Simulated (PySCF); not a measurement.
**EPR parameters of [C5H3NO]+**

Species: C5H3NO (charge +1 and doublet state).
Numbering: `[CH+:1]=[C:2][c:3]1[cH:4][n:5][cH:6][o:7]1` (hydrogens: H8 on C1; H9 on C4; H10 on C6)

Cartesian coordinates in Å at the GFN2-xTB level; atoms count from 1:
```
atom  x, y, z in Å
C1     2.670   -0.673    0.246
C2     1.490   -0.405    0.124
C3     0.153   -0.097   -0.026
C4    -0.477    1.135   -0.380
N5    -1.779    0.942   -0.278
C6    -1.965   -0.309    0.081
O7    -0.836   -0.957    0.284
H8     3.698   -0.911    0.340
H9    -0.029    2.080   -0.629
H10   -2.916   -0.800    0.215
```

Theory: UKS B3LYP, pcH-1 on C H N O, non-relativistic, mean-field spin-orbit, GIAO in PySCF 2.14.0. Geometry: GFN2-xTB; no solvent, vibrations or thermal averaging. A GFN2-xTB geometry isn't a minimum of the functional, and hyperfine couplings can be far from their values at a DFT geometry, by a factor of two or more for some ions and for spin on atoms past the first row. The SCF solution wasn't tested for stability.

| Quantity | Value |
| --- | --- |
| g1, g2, g3 | 2.00217, 2.00246, 2.00329 |
| g_iso | 2.00264 |
| Form of g | rhombic: the two nearest values differ by 26 % of g3 − g1 |
| ⟨S²⟩ | 0.7662 (exact 0.7500) |
| α and β electrons | 24, 23 |
| HOMO–LUMO gap, α and β orbitals | 5.37, 2.83 eV |
| Total energy | -321.90646 Eh |

Isotropic coupling and dipolar principal values T1 to T3, in mT; ρ(0) is the spin density at the nucleus (MHz turned into mT with g_iso):

| atom | isotope | a_iso | T1 | T2 | T3 | Mulliken spin population | ρ(0) (bohr⁻³) |
| --- | --- | --- | --- | --- | --- | --- | --- |
| C1 | 13C | 1.17 | -1.32 | -1.08 | 2.40 | 0.42 | 0.0291 |
| C2 | 13C | -1.32 | -0.33 | 0.06 | 0.27 | -0.08 | -0.0330 |
| C3 | 13C | 0.86 | -0.99 | -0.93 | 1.92 | 0.28 | 0.0215 |
| C4 | 13C | 0.40 | -0.72 | -0.65 | 1.37 | 0.21 | 0.0100 |
| N5 | 14N | -0.07 | -0.07 | 0.01 | 0.06 | -0.03 | -0.0058 |
| C6 | 13C | 1.24 | -1.02 | -0.95 | 1.97 | 0.29 | 0.0308 |
| O7 | 17O | 0.23 | -0.22 | -0.19 | 0.41 | -0.06 | -0.0104 |
| H8 | 1H | -1.26 | -0.56 | -0.12 | 0.68 | -0.02 | -0.0079 |
| H9 | 1H | -0.68 | -0.34 | -0.10 | 0.43 | -0.01 | -0.0042 |
| H10 | 1H | -0.96 | -0.46 | -0.08 | 0.54 | -0.01 | -0.0060 |

The Mulliken spin populations are largest on C1 (+0.42), C6 (+0.29), C3 (+0.28) and C4 (+0.21). Four atoms exceed +0.15.

C2, the radical centre as drawn in `[CH+]=[C]c1cnco1`, holds a spin population of -0.08 out of 1.

Axes: g1 is normal to the molecular plane, g2 points within 7° of the C3–O7 bond and g3 points within 15° of the C3–C4 bond.

Under fast tumbling the dipolar parts average out, and these isotropic splittings remain: 1 × 1H (H8, I = 1/2, 2 lines) with 1.26 mT, 1 × 1H (H10, I = 1/2, 2 lines) with 0.96 mT, 1 × 1H (H9, I = 1/2, 2 lines) with 0.68 mT and 1 × 14N (N5, I = 1, 3 lines) with 0.07 mT.

The 17O coupling of O7 (6.3 MHz) shows only in satellite lines or after enrichment, since that isotope makes up about 0.038 % of natural oxygen.

The 13C coupling of C2 (-37.1 MHz) shows only in satellite lines or after enrichment, since that isotope makes up about 1.07 % of natural carbon.

Hardware: Arm Neoverse V1, one thread, shared host. Cost: 32 s wall (with the writing of density and orbital grids), 0.81 GiB resident at most.
